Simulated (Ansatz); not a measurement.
Z-matrix (Å, degrees):
```
Ge
Si 1 2.379
S 1 2.229 2 111.8
O 1 1.785 2 104.9 3 -119.4
H 1 1.543 2 116.9 3 118.2
H 2 1.485 1 108.2 3 52.0
H 2 1.485 1 108.6 3 -66.9
H 2 1.485 1 110.6 3 172.5
H 3 1.343 1 94.3 2 -49.0
H 4 0.961 1 112.1 2 169.6
```

The species carries charge 0 and has multiplicity 1.

**Question.** List the PBE/def2-TZVPP orbital energies in eV (Ansatz). (Best estimate.)

**Answer.** The calculation gave: Occupied: -10805.11, -2395.80, -1779.89, -1338.41, -1191.84, -1191.82, -1191.81, -510.18, -208.75, -163.04, -154.89, -154.81, -154.67, -137.67, -114.52, -114.47, -114.43, -94.41, -94.38, -94.38, -30.43, -30.32, -30.27, -30.25, -30.23, -24.43, -18.12, -14.33, -12.90, -11.48, -9.71, -9.10, -8.83, -8.57, -8.46, -7.25, -7.02, -6.22. Lowest empty: -1.15, -1.01, -0.81, -0.12, 0.44, 0.62, 0.73, 1.10.
